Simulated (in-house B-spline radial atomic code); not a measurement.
Tb is squeezed into an impenetrable sphere of radius R (the orbitals vanish at R). No spin polarisation. All numbers are computed (scalar-relativistic (X2C) PBE, spherical fractional occupations; Fermi nucleus of rms radius 5.06 fm) with an all-electron radial atomic-structure program (B-spline basis), not measured.

Energies in eV above the free atom in [Xe] 4f9 6s2:

```csv
R (bohr),highest level (eV),[Xe] 4f9 6s2,[Xe] 4f9 6s1 6d1,[Kr] 4d9 4f10 5s2 5p6 6s2
8.79,-2.65,0.238,7.98,144.1
6,-0.733,3.13,17.35,147
4.81,3.43,10.02,31.31,153.8
4.58,5.02,12.76,36.06,156.5
3.69,17,35.97,70.44,179.5
2.96,44.8,101.4,151.5,244.3
2.66,68.6,166,225.4,308.6
2.22,134,374.3,451.6,516
1.73,315,1086,1190,1228
1.54,458,1749,1866,1895
```

Task: Does [Xe] 4f9 6s1 6d1 fall below [Xe] 4f9 6s2 under compression?

Result: No, it stays above over the whole range.

Task: Does [Kr] 4d9 4f10 5s2 5p6 6s2 fall below [Xe] 4f9 6s2 under compression?

Result: No, it stays above over the whole range.

The highest level is first positive in the row R = 4.81 bohr, pushed up by confinement above the zero of the free ion's potential. Each configuration is held fixed and needn't be the lowest in the sphere.
